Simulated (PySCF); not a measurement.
C6H9NSi.
Bonds: C1–C2 (double), C2–C3, C3–C4 (aromatic), C4–C5 (aromatic), C5–N6 (aromatic), N6–Si7, N6–C8 (aromatic), C3–C8 (aromatic). Hydrogens: H9, H10 on C1; H11 on C2; H12 on C4; H13 on C5; H14, H15, H16 on Si7; H17 on C8.

The same species was optimised twice, with GFN2-xTB and with PBE0-D3(BJ)/def2-SVP (PySCF), and the same property calculations (PySCF, gas phase) were run on both structures.

| coordinate | GFN2-xTB | PBE0-D3(BJ)/def2-SVP | change |
| --- | --- | --- | --- |
| N6–Si7 (Å) | 1.748 | 1.771 | +0.023 |
| C4–C5 (Å) | 1.357 | 1.370 | +0.013 |
| C1=C2 (Å) | 1.328 | 1.340 | +0.012 |
| C3–C8 (Å) | 1.372 | 1.383 | +0.011 |
| C5–N6 (Å) | 1.373 | 1.383 | +0.010 |
| N6–C8 (Å) | 1.367 | 1.377 | +0.010 |
| C2–C3 (Å) | 1.445 | 1.455 | +0.010 |
| C3–C4 (Å) | 1.427 | 1.434 | +0.007 |
| C1–C2–C3 (°) | 125.4 | 126.4 | +1.0 |
| C4–C5–N6 (°) | 109.9 | 109.1 | -0.8 |
| C5–N6–C8 (°) | 107.0 | 107.7 | +0.7 |
| Si7–N6–C8 (°) | 126.6 | 126.0 | -0.6 |
| C2–C3–C8 (°) | 125.7 | 125.1 | -0.6 |
| C3–C8–N6 (°) | 110.1 | 109.5 | -0.6 |
| C5–N6–Si7 (°) | 126.3 | 125.9 | -0.4 |
| C2–C3–C4 (°) | 128.4 | 128.8 | +0.4 |
| C1–C2–C3–C4 (°) | 0 | 1 | +1 |

Rotational constants: A = 6198, B = 887.9, C = 783.8 MHz (GFN2-xTB) against A = 6035, B = 873.1, C = 770.1 MHz (PBE0-D3(BJ)/def2-SVP).

On the GFN2-xTB structure: HOMO (eV) -5.97 [PBE0/pcSseg-1]; LUMO (eV) -0.12 [PBE0/pcSseg-1]; dipole (D) 2.25 [PBE0/pcSseg-1]; GIAO shielding of C1 (ppm) 72.3 [PBE0/pcSseg-1]; GIAO shielding of C2 (ppm) 50.1 [PBE0/pcSseg-1]; GIAO shielding of C3 (ppm) 53.0 [PBE0/pcSseg-1]; GIAO shielding of C4 (ppm) 72.1 [PBE0/pcSseg-1]; GIAO shielding of C5 (ppm) 57.3 [PBE0/pcSseg-1]; GIAO shielding of N6 (ppm) 106.5 [PBE0/pcSseg-1]; GIAO shielding of Si7 (ppm) 399.6 [PBE0/pcSseg-1]; GIAO shielding of C8 (ppm) 57.4 [PBE0/pcSseg-1].

What do these properties become on the PBE0-D3(BJ)/def2-SVP structure?

```csv
property,level,on GFN2-xTB,on PBE0-D3(BJ)/def2-SVP,change
HOMO (eV),PBE0/pcSseg-1,-5.97,-5.99,-0.02
LUMO (eV),PBE0/pcSseg-1,-0.12,-0.21,-0.09
dipole (D),PBE0/pcSseg-1,2.25,2.09,-0.16
"energy, GFN2-xTB geometry as zero (kcal/mol)",PBE0/pcSseg-1,0.0,-1.2,-1.2
GIAO shielding of C1 (ppm),PBE0/pcSseg-1,72.3,68.9,-3.4
GIAO shielding of C2 (ppm),PBE0/pcSseg-1,50.1,47.3,-2.8
GIAO shielding of C3 (ppm),PBE0/pcSseg-1,53.0,51.0,-2.0
GIAO shielding of C4 (ppm),PBE0/pcSseg-1,72.1,69.4,-2.7
GIAO shielding of C5 (ppm),PBE0/pcSseg-1,57.3,54.4,-2.9
GIAO shielding of N6 (ppm),PBE0/pcSseg-1,106.5,101.7,-4.8
GIAO shielding of Si7 (ppm),PBE0/pcSseg-1,399.6,397.9,-1.7
GIAO shielding of C8 (ppm),PBE0/pcSseg-1,57.4,54.9,-2.5
```

The heavy atoms differ by 0.031 Å rms after alignment. Among bonds between heavy atoms N6–Si7 changes most (+0.023 Å). Changes are differences of the printed values. Neither structure is proved a minimum here.

The values belong to the conformer `[CH2:1]=[CH:2][c:3]1[cH:4][cH:5][n:6]([SiH3:7])[cH:8]1`: C1–C2–C3–C4 1°.
